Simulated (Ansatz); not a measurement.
```yaml
crystal:
  periodic: [false, false, false]
  atoms:
    - {symbol: C, position_ang: [-2.564389, 0.969343, 1.360340]}
    - {symbol: C, position_ang: [-2.234242, -0.338022, 1.483485]}
    - {symbol: O, position_ang: [-0.818171, -0.469548, 1.240194]}
    - {symbol: Zr, position_ang: [1.063153, -0.602247, 0.635640]}
    - {symbol: O, position_ang: [2.138284, -0.984732, 2.239436]}
    - {symbol: O, position_ang: [1.462141, 1.302765, -0.005882]}
    - {symbol: C, position_ang: [1.949234, 2.572779, -0.274741]}
    - {symbol: C, position_ang: [0.579508, 3.294689, -0.463781]}
    - {symbol: O, position_ang: [1.212344, -1.665535, -0.768901]}
    - {symbol: C, position_ang: [1.182426, -2.808363, -1.639612]}
    - {symbol: C, position_ang: [-0.121210, -3.081331, -1.948706]}
    - {symbol: H, position_ang: [-2.242121, 1.826289, 1.868999]}
    - {symbol: H, position_ang: [-3.800925, 1.193939, 1.705522]}
    - {symbol: H, position_ang: [-2.573382, 1.529536, 0.434121]}
    - {symbol: H, position_ang: [-2.362167, -0.657751, 2.673820]}
    - {symbol: H, position_ang: [-2.724461, -1.064789, 0.841293]}
    - {symbol: H, position_ang: [2.718648, -1.218870, 2.831028]}
    - {symbol: H, position_ang: [2.278495, 2.522652, -1.154099]}
    - {symbol: H, position_ang: [2.531945, 3.025513, 0.373724]}
    - {symbol: H, position_ang: [-0.154948, 3.358788, 0.637050]}
    - {symbol: H, position_ang: [0.673620, 4.296034, -0.931692]}
    - {symbol: H, position_ang: [-0.368059, 2.778384, -0.941046]}
    - {symbol: H, position_ang: [1.768998, -2.248358, -2.698218]}
    - {symbol: H, position_ang: [1.905511, -3.580000, -1.416147]}
    - {symbol: H, position_ang: [-0.638577, -2.292315, -2.216681]}
    - {symbol: H, position_ang: [-0.550099, -3.715849, -1.253193]}
    - {symbol: H, position_ang: [-0.270612, -3.777050, -2.720319]}
basis:
  gaussian: {orbitals: def2-TZVP}
magnetization: {spin_polarized: true, initial_magnetization: 0}
hamiltonian: {xc: {name: HF}}
relax: {f_tol: 0.001, max_steps: 1}
```

```sh
$ ansatz run in.yaml --threads 11 --pin off --events-out ev --progress --plain --max-ram 166912MiB --backend cuda --devices 0, --max-vram 75GiB
```

(1) How does Ansatz answer? (Estimate.)

## Answers

(1) Computed: The run did not converge.
```
Functional definition: HF
3285 factors; their error is unknown
mean field evaluation 1: about -15842.3596 eV, gradient 5.9e1 eV
mean field evaluation 2: about -15850.1219 eV, gradient 4.2e1 eV
mean field evaluation 4: about -15855.9705 eV, gradient 1.8e0 eV
mean field evaluation 8: about -15855.9882 eV, gradient 3.5e-2 eV
mean field -15856.24645540 eV, -582.7063094860 hartree, gradient 2.6e-5 eV, S^2 0.000000; 0 other end points of the search recorded, 0 dependent functions left out
reference -15856.24645540 eV, -582.7063094860 hartree; 48, 48 occupied and 398, 398 virtual orbitals, 3285 factors
relax step   1: F+E_penalty+E_count = -15856.24645540 eV  Δ(F+E_penalty+E_count) = +0.000e0 eV  max|allowed force component| = 9.882e0 eV/Å  Δτ_max = 0.0000 Å  (49 SCF iters, accepted)
Error: geometry relaxation did not converge after 1 steps: max|allowed force component| = 9.88e0 eV/Å (threshold 1.0e-3). Raise `relax.max_steps` over both its present limit and 1, loosen `relax.f_tol`, or start from a geometry closer to equilibrium. Where this run's directory can be resumed (`checkpoint.write`), a resume goes on for up to `relax.max_steps` more
```
